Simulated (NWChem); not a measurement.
Molecule: CrO$_{2}$F$_{2}$; SMILES [O]=[Cr](=[O])([F])[F]

```xyz
5

Cr     0.0000     0.0000     0.0493
O      0.0000    -1.2351     0.9437
O      0.0000     1.2351     0.9437
F      1.3839     0.0000    -0.9117
F     -1.3839     0.0000    -0.9117
```
Atoms are numbered in this order, from 1.

Level: PBE0/def2-SVP (NWChem), optimised geometry, unscaled harmonic frequencies. 

```tsv
frequency (cm⁻¹)	IR intensity (km/mol)
229	5.5
299	0.0
311	7.7
337	10.6
448	0.2
780	68.9
833	155.5
1182	88.3
1186	185.0
```

| Quantity | Value |
|---|---|
| zero-point energy | 8.0 kcal/mol |
| thermal correction to the enthalpy at 298.15 K (with zero-point energy) | 11.7 kcal/mol |
| heat capacity Cv | 15.8 cal/(mol K) |
| entropy at 298.15 K and 1 atm (symmetry number 2) | 72.0 cal/(mol K) |
| dipole moment | 0.02 D |

Rigid rotor and harmonic oscillator.
